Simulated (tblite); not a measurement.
Species: C5H10F2SSi.
Cartesian coordinates in Å at the GFN2-xTB level; atoms count from 1:
```xyz
19
C5H10F2SSi angstrom
C     -1.714    0.992   -0.345
C     -0.904    0.522    0.808
S     -0.996    1.262    2.252
C      0.026   -0.644    0.623
C     -0.770   -1.938    0.409
C      1.007   -0.414   -0.538
Si     2.076    1.139   -0.373
F      1.275    2.402   -0.947
F      3.276    1.024   -1.426
H     -1.102    1.647   -0.968
H     -2.057    0.165   -0.965
H     -2.567    1.570    0.002
H      0.598   -0.754    1.550
H     -1.493   -2.075    1.209
H     -1.299   -1.923   -0.541
H     -0.091   -2.788    0.408
H      1.653   -1.292   -0.601
H      0.448   -0.377   -1.477
H      2.623    1.492    0.911
```

All values are computed: GFN2-xTB (tblite) harmonic vibrations without scaling, gas phase. This tight-binding method is rough: wavenumbers can miss measured ones by several per cent, in bad cases by 10 to 20. Modes of hydrogen on silicon can be 10 to 20 % off. One conformer, not necessarily the lowest.

Harmonic wavenumbers (cm⁻¹): 27.5, 29.2, 91.0, 110.9, 130.4, 149.1, 202.1, 211.2, 243.6, 258.0, 279.6, 318.0, 370.8, 468.8, 522.2, 610.7, 648.9, 706.8, 755.1, 803.9, 846.0, 872.0, 939.2, 967.5, 979.1, 1026.2, 1065.3, 1092.9, 1140.5, 1212.3, 1239.6, 1269.2, 1314.8, 1351.0, 1379.8, 1407.4, 1446.0, 1457.7, 1464.9, 1494.0, 1497.8, 2461.4, 2944.7, 2959.1, 2979.6, 2992.7, 3024.0, 3033.8, 3036.3, 3041.2, 3046.4.

A = 1630, B = 724.6, C = 613.5 MHz; mass 168.024 u (most abundant isotopes); point group C1, symmetry number 1.

Q: Zero-point energy?

A: ½Σν̃ = 30960 cm⁻¹ = 88.52 kcal/mol.

Q: Give the ideal-gas entropy at 298.15 K and 1 bar in the rigid-rotor, harmonic-oscillator model (classical rotation).

A: Translation 41.29, rotation 30.47, vibration 40.02: S = 111.8 cal/(mol K).

Q: And Cp and H(298.15 K) − H(0)?

A: Cp = 43.37 cal/(mol K), of which vibrations give 35.42 (their classical limit is 51 R = 101.3); H(298.15 K) − H(0) = 8.21 kcal/mol without the zero-point energy, 5.84 from vibrations.

Q: Which modes carry the vibrational entropy at 298.15 K?

A: 27.5 cm⁻¹: 6.00; 29.2 cm⁻¹: 5.88; 91.0 cm⁻¹: 3.64; 110.9 cm⁻¹: 3.25; 130.4 cm⁻¹: 2.94; 149.1 cm⁻¹: 2.68 cal/(mol K); the other 45 give 15.62 together.

Q: How do the functions run with temperature in this model?

A: 
```tsv
T (K)	S (cal/(mol K))	Cp (cal/(mol K))	H − H(0) (kcal/mol)	G − H(0) (kcal/mol)	ln q(vib)
150	87.5	28.8	2.86	-10.28	5.11
250	104.6	38.7	6.23	-19.91	8.67
400	125.9	52.8	13.11	-37.24	13.56
600	150.2	67.2	25.21	-64.91	19.53
900	180.3	81.0	47.62	-114.65	27.57
```

q(vib) and H(0) count from the zero-point level.

Hindered rotation and anharmonicity are outside this model. Other conformers, if any are populated, would add a mixing term that is left out. The structure is chiral; the term R ln 2 for an equal mix with its mirror image is left out.

The run took 0.87 s of wall time on Arm Neoverse V1, one thread, shared host with 32 logical CPUs at a one-minute load of 8.5. The figure is for the frequency step alone.
